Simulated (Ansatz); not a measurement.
```yaml
crystal:
  periodic: [false, false, false]
  atoms:
    - {symbol: C, position_ang: [-1.040720, 2.538899, -2.232449]}
    - {symbol: Al, position_ang: [0.100837, -0.587840, -0.664814]}
    - {symbol: B, position_ang: [1.263341, -3.583620, 1.307626]}
    - {symbol: N, position_ang: [0.759340, -1.336656, 2.617354]}
    - {symbol: H, position_ang: [-1.311994, 2.347141, -4.268209]}
    - {symbol: H, position_ang: [-2.830679, 3.148945, -1.397167]}
    - {symbol: H, position_ang: [0.338631, 4.044394, -1.907011]}
    - {symbol: H, position_ang: [1.966298, -5.609699, 2.008332]}
    - {symbol: H, position_ang: [0.922374, -1.049058, 4.504022]}
basis:
  gaussian: {orbitals: cc-pVTZ-DK}
hamiltonian: {xc: {name: PBE0}}
output: {forces: true}
```

```sh
$ ansatz run in.yaml --threads 2 --pin off --events-out ev --progress --plain --max-ram 4352MiB
```

It prints (some lines left out):

```
Functional definition: PBE0
1152 factors; their error is unknown
mean field evaluation 1: about -9832.5513 eV, gradient 8.7e1 eV
mean field evaluation 2: about -9492.2378 eV, gradient 2.0e2 eV
mean field evaluation 4: about -9594.8115 eV, gradient 1.9e2 eV
mean field evaluation 8: about -9858.4796 eV, gradient 1.7e0 eV
mean field evaluation 16: about -9858.5856 eV, gradient 1.2e-4 eV
mean field -9858.58563478 eV, -362.2963396886 hartree, gradient 3.3e-6 eV, S^2 0.000000; 3 other end points of the search recorded, 0 dependent functions left out
reference -9858.58567920 eV, -362.2963413213 hartree; 18, 18 occupied and 176, 176 virtual orbitals, 1152 factors
Total energy: -9858.58567920 eV, -362.2963413213 hartree
Relativity: scalar
Atom 0 at    -1.040720     2.538899    -2.232449 Å, force    -0.560125     1.676385    -0.768638 eV/Å
Atom 1 at     0.100837    -0.587840    -0.664814 Å, force    -0.102699     0.423181     0.378885 eV/Å
Atom 2 at     1.263341    -3.583620     1.307626 Å, force     0.627351    -0.772226     1.538950 eV/Å
Atom 3 at     0.759340    -1.336656     2.617354 Å, force     0.229615    -0.421542     2.232035 eV/Å
Atom 4 at    -1.311994     2.347141    -4.268209 Å, force     0.346246     0.450195     2.965746 eV/Å
Atom 5 at    -2.830679     3.148945    -1.397167 Å, force     2.581628    -0.758047    -1.304264 eV/Å
Atom 6 at     0.338631     4.044394    -1.907011 Å, force    -2.095102    -2.075205    -0.561501 eV/Å
Atom 7 at     1.966298    -5.609699     2.008332 Å, force    -0.841953     2.156897    -0.793180 eV/Å
Atom 8 at     0.922374    -1.049058     4.504022 Å, force    -0.184961    -0.679637    -3.688033 eV/Å
Dipole moment:     0.268353    -0.978143    -0.033031 e Å
```

What is wrong with this run?

The coordinates are in bohr but typed as ångström. The run converged. The result belongs to that input, not to the molecule as meant.
